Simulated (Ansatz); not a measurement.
This geometry of ClGaH2O + FH (7 atoms, charge 0, multiplicity 1) is a first-order saddle point.

Method: RHF/def2-SVP in Ansatz.

```xyz
7
Properties=species:S:1:pos:R:3
Ga -0.005 0.179 -0.039
O 0.030 0.034 1.851
H -0.622 -0.339 2.423
Cl 1.850 -0.456 -0.921
H -1.379 0.132 -0.752
F 0.310 1.969 0.836
H 0.195 1.277 1.657
```

Task: Which two structures does it join? (They come from a converged band through this point; their orientation in space is the band's.)

Result: Bonds broken: F6–H7. Bonds formed: Ga1–F6, O2–H7. ClGaH2O + FH becomes ClFGaH3O.

Initial state:

```xyz
7
Properties=species:S:1:pos:R:3
Ga -0.152 0.060 0.019
O -0.364 -0.028 1.812
H 0.086 -0.678 2.328
Cl 1.746 -0.735 -0.648
H -1.330 0.347 -0.939
F 0.284 2.130 0.840
H 0.110 1.701 1.643
```

Final state:

```xyz
7
Properties=species:S:1:pos:R:3
Ga 0.032 0.462 -0.199
O 0.027 0.111 1.884
H -0.660 -0.331 2.365
Cl 1.836 -0.536 -0.865
H -1.379 -0.002 -0.661
F 0.304 2.151 0.223
H 0.219 0.941 2.309
```

Task: How far does it lie above each of them?

Result: 5.0 kcal/mol above the first and 23.4 kcal/mol above the second. This is the barrier of this one path; another mechanism may lie lower. The orbitals stay closed-shell, which can raise the energy where a bond breaks towards radicals; this wasn't checked here.

Run time: 100 s on 1 thread of Arm Neoverse V2 (shared host), peak memory 0.19 GiB.
